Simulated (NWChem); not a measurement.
System meant: BaHSF; SMILES [F][Ba][SH]

Here is an NWChem input.

```
start job
memory heap 200 mb stack 900 mb global 1100 mb
geometry units angstroms noautoz
  Ba     0.270878     0.400202    -0.001699
  F     -1.508093     1.730982     0.001525
  S     -0.302115    -2.450058    -0.001715
  H      1.013418    -2.777467    -0.002747
end
basis spherical
  * library def2-svp
end
ecp
  Ba library def2-ecp
end
dft
  xc b3lyp
  iterations 4
  mulliken
end
task dft energy
```

End of the output:

```
    Atom       Charge   Shell Charges
 -----------   ------   -------------------------------------------------------
    1 Ba  10     9.38   0.26  1.57  0.27  0.05  4.33  1.61  0.26  0.72  0.31
    2 F    9     9.42   1.98  1.03  0.85  3.21  2.34  0.00
    3 S   16    16.17   2.00  1.95  0.99  0.70  5.81  1.90  2.79  0.03
    4 H    1     1.03   0.62  0.33  0.08

 center of mass
 --------------
 x =   0.06181507 y =   0.15747334 z =   0.00000000

 moments of inertia (a.u.)
 ------------------
         997.449349025007           0.000000000000           0.000000000000
           0.000000000000         201.483000657578           0.000000000000
           0.000000000000           0.000000000000        1198.932349682585

     Multipole analysis of the density
     ---------------------------------

     L   x y z        total         alpha         beta         nuclear
     -   - - -        -----         -----         ----         -------
     0   0 0 0     -0.000000    -18.000000    -18.000000     36.000000

     1   1 0 0      2.866474     15.572265     15.572265    -28.278056
     1   0 1 0      1.434248     19.383096     19.383096    -37.331944
     1   0 0 1     -0.000000     -0.000000     -0.000000      0.000000

     2   2 0 0    -33.399843    -55.119224    -55.119224     76.838605
     2   1 1 0      3.068353     15.621695     15.621695    -28.175037
     2   1 0 1     -0.000000     -0.000000     -0.000000      0.000000
     2   0 2 0    -47.391953   -258.737814   -258.737814    470.083675
     2   0 1 1      0.000000      0.000000      0.000000      0.000000
     2   0 0 2    -30.783159    -15.391580    -15.391580      0.000000

 ------------------------------------------------------------------------
 dft energy failed                                                                                  0
 ------------------------------------------------------------------------
 ------------------------------------------------------------------------
  current input line :
    20: task dft energy
 ------------------------------------------------------------------------
 ------------------------------------------------------------------------
 This type of error is most commonly associated with calculations not reaching convergence criteria
 ------------------------------------------------------------------------
 For more information see the NWChem manual at https://nwchemgit.github.io

0:dft energy failed:Received an Error in Communication
```

Q: What is wrong, and how is it mended?

A: Convergence was not reached. Cause: the SCF was allowed too few iterations. This input runs:
```
start job
memory heap 200 mb stack 900 mb global 1100 mb
geometry units angstroms noautoz
  Ba     0.270878     0.400202    -0.001699
  F     -1.508093     1.730982     0.001525
  S     -0.302115    -2.450058    -0.001715
  H      1.013418    -2.777467    -0.002747
end
basis spherical
  Ba library def2-svp
  F library def2-svp
  S library def2-svp
  H library def2-svp
end
ecp
  Ba library def2-ecp
end
dft
  xc b3lyp
  iterations 150
  mulliken
end
task dft energy
```
It converges to -524.04079 Ha (B3LYP/def2-SVP with def2 effective core potentials on Ba).
